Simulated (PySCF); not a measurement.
Species: p-toluquinone, C7H6O2.
Numbering: `[CH3:1][C:2]1=[CH:3][C:4](=[O:5])[CH:6]=[CH:7][C:8]1=[O:9]` (hydrogens: H10, H11, H12 on C1; H13 on C3; H14 on C6; H15 on C7)

Computed with PySCF 2.14.0, PBE0-D3(BJ)/def2-SVP geometry optimisation, gas phase.

(1) List the bond lengths, angles and torsions at this level.

Results:

(1) 
```csv
bond,length (Å)
C1–C2,1.489
C2=C3,1.348
C3–C4,1.477
C4=O5,1.215
C4–C6,1.484
C6=C7,1.340
C7–C8,1.482
C8=O9,1.215
C2–C8,1.497
"C1–H10, C1–H11, C1–H12",1.100
C3–H13,1.094
C6–H14,1.093
C7–H15,1.093
```

Bonds in one row agree within 0.01 Å and their mean is given. A selection of angles:
```csv
angle,degrees
C2–C1–H10,110.4
C2–C1–H12,111.5
H10–C1–H11,105.9
H10–C1–H12,109.5
C1–C2–C3,124.5
C1–C2–C8,116.2
C3–C2–C8,119.3
C2–C3–C4,122.7
C2–C3–H13,121.9
C4–C3–H13,115.4
C3–C4–O5,121.7
C3–C4–C6,117.4
O5–C4–C6,121.0
C4–C6–C7,120.9
C4–C6–H14,116.0
C7–C6–H14,123.0
C6–C7–C8,121.6
C6–C7–H15,122.9
C8–C7–H15,115.6
C7–C8–O9,121.0
C2–C8–C7,118.1
C2–C8–O9,120.8
```

Dihedral angles: C1–C2–C3–C4 180° (antiperiplanar); C2–C3–C4–O5 180° (antiperiplanar); C3–C4–C6–C7 0° (synperiplanar); C4–C6–C7–C8 0° (synperiplanar); C6–C7–C8–O9 180° (antiperiplanar); C1–C2–C8–C7 180° (antiperiplanar).

The 7 C–C bonds span 1.340 Å (C6=C7, drawn double) to 1.497 Å (C2–C8, drawn single), a spread of 0.157 Å. Of the pairs four or more bonds apart, O9···H10 is among the closest relative to their van der Waals radii: 2.72 Å, 100 % of the sum of Bondi's values. The 6-membered ring C2–C3–C4–C6–C7–C8 has internal angles of 117.4° to 122.7°; it is planar, 0.00 Å rms from its mean plane, widest ring torsion 0°. The 9 heavy atoms lie in one plane (0.003 Å rms).

No PBE0-D3(BJ)/def2-SVP frequencies stand behind this structure, so it isn't proved a minimum.

The run took 60 s of wall time on Arm Neoverse V2, one thread, no GPU (shared host). That covers the optimisation of the geometry.
